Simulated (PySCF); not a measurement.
# SiI₂: from structure and modes to constants

Level of theory: PBE0/[Si def2-TZVP, I def2-TZVP with ECP28], scalar-relativistic core potentials, density fitting, no spin–orbit coupling, PySCF.

The singlet minimum has C2v symmetry. Masses (u): Si 27.97693, I 126.90447.

```xyz
3
charge 0 multiplicity 1, angstrom
Si    1.3895    0.0000    0.0000
I    -0.1539   -1.9347    0.0000
I    -0.1539    1.9347    0.0000
```

Harmonic wavenumbers (cm⁻¹): 86.9 (a1, ×1), 342.9 (a1, ×1), 348.4 (b2, ×1).

(1) Find the principal moments of inertia and the rotational constants. What kind of rotor is it?

(2) What is the harmonic zero-point energy?

(3) Find the vibrational entropy and heat capacity at 298.15 K.

## Answers

(1) About the centre of mass I = 60.03, 950, 1010 u Å². With B = 16.8576/I this gives 0.2808, 0.01774, 0.01669 cm⁻¹. The molecule is an asymmetric top with κ = -0.99.

(2) Half the sum of all 3 wavenumbers, 778/2 = 389 cm⁻¹, which is 4.7 kJ/mol (1 cm⁻¹ = 0.0119627 kJ/mol).

(3) With u = 1.43878 ω/T, each mode gives S = R[u/(eᵘ−1) − ln(1−e⁻ᵘ)] and C = R u² eᵘ/(eᵘ−1)².
| ω (cm⁻¹) | u | S (J/(mol K)) | C (J/(mol K)) |
| --- | --- | --- | --- |
| 86.9 | 0.419 | 15.60 | 8.19 |
| 342.9 | 1.655 | 5.02 | 6.65 |
| 348.4 | 1.681 | 4.91 | 6.60 |
The sums over all modes are S = 25.5 and C = 21.4 J/(mol K); the softest mode gives 61 % of the entropy.
